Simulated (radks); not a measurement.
Values are calculated unless marked as measured or tabulated.
All-electron atom: Re in [Kr] 4d10 4f14 5s2 5p5.5 5d5.5 6s2 (fractional occupations, a model configuration).

Level of theory: Dirac Kohn-Sham, exchange-only LDA, spin-unpolarised, spherical densities, point nucleus; open shells fill j = l - 1/2 first (a radial shooting solver on a logarithmic mesh with Libxc functionals).

Energy parts (hartree):
total: -16699.7109
kinetic: 18891.8234
electron-nucleus: -41803.3566
Hartree: 6527.0847
exchange: -315.2624

Orbitals (lengths in bohr, moments of r in powers of bohr; r(90%) holds 90 % of the orbital's charge):
| orbital | occ. | eigenvalue (hartree) | <r^2> | r(90%) |
|---|---|---|---|---|
| 1s1/2 | 2 | -2627.650 | 0.0004483 | 0.0329 |
| 2s1/2 | 2 | -455.2754 | 0.006824 | 0.118 |
| 2p1/2 | 2 | -435.7303 | 0.004863 | 0.104 |
| 2p3/2 | 4 | -382.8759 | 0.006060 | 0.115 |
| 3s1/2 | 2 | -105.3572 | 0.04454 | 0.290 |
| 3p1/2 | 2 | -96.62204 | 0.04080 | 0.282 |
| 3p3/2 | 4 | -85.14750 | 0.04737 | 0.302 |
| 3d3/2 | 4 | -70.43990 | 0.03662 | 0.275 |
| 3d5/2 | 6 | -67.94745 | 0.03842 | 0.281 |
| 4s1/2 | 2 | -21.94190 | 0.2196 | 0.633 |
| 4p1/2 | 2 | -18.30031 | 0.2258 | 0.648 |
| 4p3/2 | 4 | -15.61464 | 0.2610 | 0.696 |
| 4d3/2 | 4 | -9.62835 | 0.2826 | 0.740 |
| 4d5/2 | 6 | -9.13221 | 0.2957 | 0.757 |
| 4f5/2 | 6 | -1.58833 | 0.4123 | 0.947 |
| 4f7/2 | 8 | -1.49589 | 0.4256 | 0.962 |
| 5s1/2 | 2 | -3.10823 | 1.203 | 1.49 |
| 5p1/2 | 2 | -2.00119 | 1.458 | 1.65 |
| 5p3/2 | 3.5 | -1.59142 | 1.739 | 1.81 |
| 5d3/2 | 4 | -0.18924 | 4.291 | 3.00 |
| 5d5/2 | 1.5 | -0.15619 | 4.765 | 3.18 |
| 6s1/2 | 2 | -0.18985 | 11.03 | 4.64 |
| 6p1/2 | 0 | -0.03846 | 25.28 | 7.27 |
| 6p3/2 | 0 | -0.02164 | 35.70 | 8.70 |

The highest occupied level is 5d5/2 at -4.250 eV. The density falls to 0.001 e/bohr^3 at r = 4.72 bohr. Summed over all electrons, <r^2> = 69.29 bohr^2, which gives a Langevin (diamagnetic) susceptibility term of -54.9 x 10^-6 cm^3/mol.
